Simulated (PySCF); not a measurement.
## Hg: excitation energy

Hg [Xe] 4f14 5d10 6s2 (1S) → Hg [Xe] 4f14 5d10 6s1 6p1 (3P), as a difference of total energies. Calculation: PySCF 2.14, in aug-cc-pVTZ-PP with ECP60MDF (6s6p5d3f2g, 88 functions); scalar relativity through the core potential. Correlated levels: valence: 5s2 5p6 frozen. The calculations carry no spin-orbit coupling.

```
           method  excitation energy (cm⁻¹)
              UHF                     29724
              LDA                     45244
              PBE                     43050
             PBE0                     40596
           r2SCAN                     41397
          r2SCANh                     40719
            wB97X                     42268
          wB97X-V                     40175
    MP2 (valence)                     43249
SCS-MP2 (valence)                     43544
```
